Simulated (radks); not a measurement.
The numbers below are computed, except where a source is named.
Valence configurations of Mo+ (all share [Kr]). Level of theory: scalar-relativistic Kohn-Sham, LDA (Slater exchange, Perdew-Wang correlation), spin-polarised, spherical densities, point nucleus; open shells are filled with parallel spins first (spin-orbit coupling, left out, can overturn this in heavy ions) (a radial shooting solver on a logarithmic mesh with Libxc functionals). Energies are relative to 4d5; eigenvalues in eV for spin up.

valence,E (eV),moment (Bohr magnetons),e(4d),e(5p),e(5s)
4d5,0.000,5,-11.547,-,-
4d3 5p2,13.970,5,-18.442,-9.385,-
4d4 5s1,1.391,5,-13.892,-,-11.941
4d4 5p1,5.994,5,-14.951,-8.023,-
4d2.5 5s0.5 5p2,16.138,5,-19.741,-9.781,-15.046
4d3 5s1 5p1,8.933,5,-17.453,-8.849,-13.844
4d4 5s0.5 5p0.5,3.686,5,-14.427,-7.708,-12.308
4d3 5s2,5.571,3,-16.342,-,-12.805
4d3 5s0.5 5p1.5,11.441,5,-17.953,-9.124,-14.160
4d2.5 5s1.5 5p1,11.943,4,-18.756,-9.137,-14.294

NIST lists [Kr] 4d5 as the ground configuration; this level of theory agrees among the configurations tried. The energies are those of spherical high-spin densities, not of single terms.
